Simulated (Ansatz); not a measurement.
Born–Oppenheimer molecular dynamics of C3H12O3Si2 (20 atoms, charge 0, multiplicity 1). It goes on from the last frame of an earlier run, with new velocities.

Theory: Ansatz, RHF/STO-3G.

```yaml
ensemble: NVT, Nosé–Hoover chain
time_step: 0.5 fs
steps_asked: 166
set_temperature: 700 K
thermostat: time constant 300 fs, chain length 3
temperature_schedule: 41 steps to 700 K, then 125 steps to 175 K
seed: 673161
```

First frame:

```xyz
20
Properties=species:S:1:pos:R:3
Si 0.005 -0.206 -0.015
Si -0.047 0.518 2.128
H -0.301 -0.733 2.722
H 1.096 1.181 2.772
H -1.069 1.301 2.563
O 1.672 -0.115 -0.307
C 2.112 -1.029 -1.394
H 1.230 -1.635 -1.705
H 2.372 -0.583 -2.274
H 2.727 -1.877 -1.318
O -0.860 0.827 -0.900
C -2.163 1.350 -0.377
H -2.303 0.598 0.372
H -2.481 2.319 0.039
H -2.969 1.049 -1.047
O -0.378 -1.862 -0.122
C -1.523 -2.031 -1.083
H -2.279 -1.829 -0.386
H -1.713 -1.289 -1.853
H -1.615 -3.026 -1.404
```

Problem. How far do the bonds stretch over the last three quarters of this one trajectory? (Pairs bonded in most of those frames.)

Solution. 
```
   bond  mean (Å)  spread (Å)  shortest  longest
Si1–Si2     2.264       0.096      2.13     2.42
 Si1–O6     1.681       0.040      1.58     1.76
Si1–O11     1.690       0.052      1.60     1.79
Si1–O16     1.679       0.037      1.60     1.74
 Si2–H3     1.439       0.073      1.33     1.55
 Si2–H4     1.438       0.059      1.34     1.54
 Si2–H5     1.427       0.049      1.35     1.51
  O6–C7     1.431       0.041      1.36     1.50
  C7–H8     1.113       0.066      1.00     1.24
  C7–H9     1.102       0.023      1.05     1.17
 C7–H10     1.101       0.019      1.07     1.14
O11–C12     1.455       0.059      1.36     1.55
C12–H13     1.109       0.050      1.02     1.20
C12–H14     1.109       0.030      1.05     1.18
C12–H15     1.099       0.029      1.05     1.15
O16–C17     1.445       0.039      1.39     1.50
C17–H18     1.100       0.017      1.07     1.15
C17–H19     1.104       0.030      1.05     1.16
C17–H20     1.102       0.043      1.04     1.17
```

Mean temperature of the second half: 1184 K. The conserved energy stayed within 0.68 meV per atom of its start (net change -0.46 meV per atom), so the integration is sound. The schedule's set-point averaged 349 K over the second half and the system 1184 K, so it lags behind the ramp. A run of 0.083 ps of so small a system gives no equilibrium averages. Limits of this set-up: minimal basis.

The run took 14 min on 1 thread of Arm Neoverse N1, with other jobs on the host, peak memory 0.15 GiB.
